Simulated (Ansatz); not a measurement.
A CCSD(T) single point on BrH3HfO3 (`[OH][Hf]([OH])([OH])[Br]`).

```yaml
crystal:
  periodic: [false, false, false]
  atoms:
    - {symbol: O, position_ang: [1.142063, 0.189984, 1.426281]}
    - {symbol: Hf, position_ang: [0.200251, 0.013169, -0.230532]}
    - {symbol: O, position_ang: [-0.707602, -1.670873, -0.286495]}
    - {symbol: O, position_ang: [-1.062293, 1.439537, -0.416847]}
    - {symbol: Br, position_ang: [1.863599, 0.122453, -2.145766]}
    - {symbol: H, position_ang: [1.506974, -0.037240, 2.275193]}
    - {symbol: H, position_ang: [-1.411006, -2.303579, -0.388205]}
    - {symbol: H, position_ang: [-1.531975, 2.246550, -0.233618]}
basis:
  gaussian: {orbitals: def2-TZVPP}
correlation: {method: ccsd_t}
output: {orbitals: {seedname: orbitals}}
```

```sh
$ ansatz run in.yaml --threads 4 --pin off --events-out ev --progress --plain --max-ram 10444MiB
```

Log, shortened:

```
Functional definition: HF
1541 factors; integrals over basis functions are off by at most 1.2e-3 eV
mean field evaluation 1: about -77453.4199 eV, gradient 6.8e1 eV
mean field evaluation 2: about -77453.5586 eV, gradient 6.8e1 eV
mean field evaluation 4: about -77461.1395 eV, gradient 2.8e0 eV
mean field evaluation 8: about -77461.1984 eV, gradient 1.9e-1 eV
mean field -77461.19855473 eV, -2846.6465418002 hartree, gradient 9.1e-6 eV, S^2 0.000000; 0 other end points of the search recorded, 0 dependent functions left out
12 core orbitals not correlated: weight in the atoms' cores, before any rotation towards them, 1.000 or more for the frozen orbitals, at most 0.000 for the correlated occupied ones
reference -77461.19855473 eV, -2846.6465418002 hartree; 25, 25 occupied and 202, 202 virtual orbitals, 1541 factors
second order -35.89988356 eV of doubles, -0.00000000 eV of singles
cycle   1  -34.93365350 eV  change    9.7e-1 eV  update   1.5e-1
cycle   2  -35.70925096 eV  change   -7.8e-1 eV  update   5.4e-2
cycle   3  -35.92792093 eV  change   -2.2e-1 eV  update   2.5e-2
cycle   4  -35.90339685 eV  change    2.5e-2 eV  update   7.2e-3
cycle   5  -35.89608069 eV  change    7.3e-3 eV  update   2.5e-3
cycle   6  -35.89797035 eV  change   -1.9e-3 eV  update   7.6e-4
cycle   7  -35.89762585 eV  change    3.4e-4 eV  update   2.5e-4
cycle   8  -35.89744736 eV  change    1.8e-4 eV  update   7.3e-5
cycle   9  -35.89748804 eV  change   -4.1e-5 eV  update   2.8e-5
perturbative correction -1.35712052 eV, -0.0498732591 hartree
Total energy: -77498.45316328 eV, -2848.0156234124 hartree
```

Hardware: 4 threads of an Arm Neoverse V2 on a shared host. Wall time 5.6 min, peak host memory 5.6 GiB.

Correlation energy per correlated electron: -0.745 eV. T1 diagnostic: 0.0136.
